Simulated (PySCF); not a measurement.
A structure optimised at PBE-D3(BJ)/def2-SVP, used in a PySCF frequency run:

```xyz
6

F      1.3861     1.3861     0.2035
Te     0.0000     0.0000     0.1609
F     -1.3861     1.3861     0.2035
F      1.3861    -1.3861     0.2035
F      0.0000     0.0000    -1.7434
F     -1.3861    -1.3861     0.2035
```
Charge 0, spin multiplicity 2.

**Question.** Write its SMILES, formula and point group.

**Answer.** F[Te](F)(F)(F)F, F5Te, C4v

**Question.** What are its rotational constants (standard atomic weights)?

**Answer.** 2.4048, 2.4048, 1.7308 GHz
